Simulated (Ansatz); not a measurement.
`F[B](F)[AlH2]` + HCl → `[AlH2][Cl]` + `FBF` at 600 K and 1 bar (cleavage of the Al–B bond).

Program: Ansatz. Geometries: PBE0-D4/def2-TZVP. ΔE: electronic, gas phase. CBS: MP2 limit from def2 TZ/QZ plus the TZ coupled-cluster correction, frozen cores. This one scheme is used for every species.

```csv
species,CCSD(T)/CBS energy (Eh),H − E (kJ/mol),S (J/(mol·K))
`F[B](F)[AlH2]`,-467.68048,104.4,375.2
HCl,-460.38127,35.4,207.2
`[AlH2][Cl]`,-703.04476,67.3,293.7
`FBF`,-225.09427,73.4,279.9
```

H − E and S are ideal-gas, rigid-rotor, harmonic terms from PBE0-D4/def2-TZVP. 1 Eh = 2625.50 kJ/mol, R = 8.31446 J/(mol·K).

**Question.** By hand: ΔE, ΔH, ΔS and ΔG.

**Answer.** ΔE = (-703.04476) + (-225.09427) − (-467.68048) − (-460.38127) = -0.07728 Eh = -202.9 kJ/mol. Δ(H − E) = 67.3 + 73.4 − 104.4 − 35.4 = 0.9, so ΔH = -202.0 kJ/mol. ΔS = 293.7 + 279.9 − 375.2 − 207.2 = -8.8 J/(mol·K). ΔG = -202.0 − 600 × (-8.8)/1000 = -196.7 kJ/mol.

**Question.** By hand: the equilibrium constant, and the temperature at which ΔG would vanish if ΔH and ΔS stayed fixed.

**Answer.** log₁₀ K = −ΔG/(RT ln 10) = 17.1. ΔG = 0 at ΔH/ΔS = 22955 K, far beyond where these terms or the molecules hold.

The number of gas molecules stays the same, so ΔS is small and ΔH decides. A doubt of 5 kJ/mol in ΔE shifts log₁₀ K by 0.4 here. These are equilibria of isolated gas molecules and say nothing of rates. Largest T1 diagnostic: 0.014 (customary marks: 0.02 for closed shells, 0.045 for open ones).
